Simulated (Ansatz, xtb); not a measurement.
Relative energy of two isomers of C3H2F2N2Se

Structure X: `FC(F)c1cn[se]n1`, a singlet. Structure Y: `FCc1nc(F)n[se]1`, a singlet. Both are isolated molecules in the gas phase, relaxed with B3LYP-D3(BJ)/def2-SVP; the shapes shown needn't be the lowest conformers.

X (Å):

```
atom    x (Å)    y (Å)    z (Å)
   C  -1.7314  -1.1456  -0.7737
   C  -0.8602  -0.0076  -0.3134
   C  -1.2472   1.3856  -0.4408
   F  -2.9328  -1.0879  -0.1392
   F  -1.9741  -1.0264  -2.1064
   N  -0.3942   2.2686  -0.0019
   N   0.3031  -0.2487   0.2276
  Se   1.0445   1.3568   0.6425
   H  -1.2596  -2.1209  -0.5745
   H  -2.1973   1.7104  -0.8770
```

Y (Å):

```csv
atom,x (Å),y (Å),z (Å)
C,-2.7759,-0.2497,-0.5039
C,-1.3058,-0.0065,-0.3917
C,0.6700,0.8925,-0.6316
F,-3.1045,-1.3822,0.2087
F,1.4434,1.8369,-1.1303
N,-0.6621,0.9738,-0.9392
N,1.1837,-0.0408,0.1027
Se,-0.1731,-1.1489,0.6029
H,-3.3332,0.6137,-0.1014
H,-3.0561,-0.3864,-1.5627
```

Quicker runs give these differences E(Y) − E(X): GFN2-xTB −25.35 kJ/mol; HF/STO-3G −24.16 kJ/mol (at GFN2-xTB geometries); r2SCAN-D4/def2-SVP −27.83 kJ/mol (at GFN2-xTB geometries).

**Question.** Estimate E(Y) − E(X) at the level CCSD(T)/def2-SVP + ΔMP2/def2-TZVPP.

**Answer.** Too close to call at this level: CCSD(T)/def2-SVP + ΔMP2/def2-TZVPP gives E(Y) − E(X) = −6.04 kJ/mol.

The same difference at several levels:

| level | geometry | E(Y) − E(X) (kJ/mol) | departure from the last row (kJ/mol) | job, with rough time for the two |
| --- | --- | --- | --- | --- |
| GFN2-xTB | GFN2-xTB | −25.35 | −19.30 | optimisation, 0.65 s |
| HF/STO-3G | GFN2-xTB | −24.16 | −18.12 | single point, 1.2 s |
| r2SCAN-D4/def2-SVP | GFN2-xTB | −27.83 | −21.78 | single point, 4.9 s |
| B3LYP-D3(BJ)/def2-SVP | B3LYP-D3(BJ)/def2-SVP | −19.43 | −13.39 | optimisation, 63 s |
| HF/def2-SVP | B3LYP-D3(BJ)/def2-SVP | −32.91 | −26.87 | part of the CCSD(T) run |
| MP2/def2-SVP | B3LYP-D3(BJ)/def2-SVP | −6.93 | −0.88 | part of the CCSD(T) run |
| CCSD(T)/def2-SVP | B3LYP-D3(BJ)/def2-SVP | −11.34 | −5.30 | single point |
| CCSD(T)/def2-SVP + ΔMP2/def2-TZVPP | B3LYP-D3(BJ)/def2-SVP | −6.04 |  | single point, 2.3 min |

As drawn, Y has 1 C∷N, 1 C∷Se in place of 1 C∷C, 1 N∷Se (∷ is an aromatic bond).

The largest departure from CCSD(T)/def2-SVP + ΔMP2/def2-TZVPP is that of HF/def2-SVP, 26.87 kJ/mol. The last row adds to CCSD(T) the change of the MP2 difference between the two basis sets, here +5.30 kJ/mol.

With thermal terms from frequencies at re-optimised GFN2-xTB minima (ideal gas, soft modes damped towards free rotors, one conformer each, 298.15 K, 1 atm): the zero-point term adds +0.43 kJ/mol; ΔH is −5.21 and ΔG −5.86 kJ/mol.

The correlated steps freeze 16 core orbitals; the filled d shell of Se is correlated, in a basis made for valence electrons. Codes used: Ansatz 0.2.0, xtb 6.7.1; the last row on 2 threads of Intel(R) Xeon(R) Processor @ 2.70GHz on a shared host.
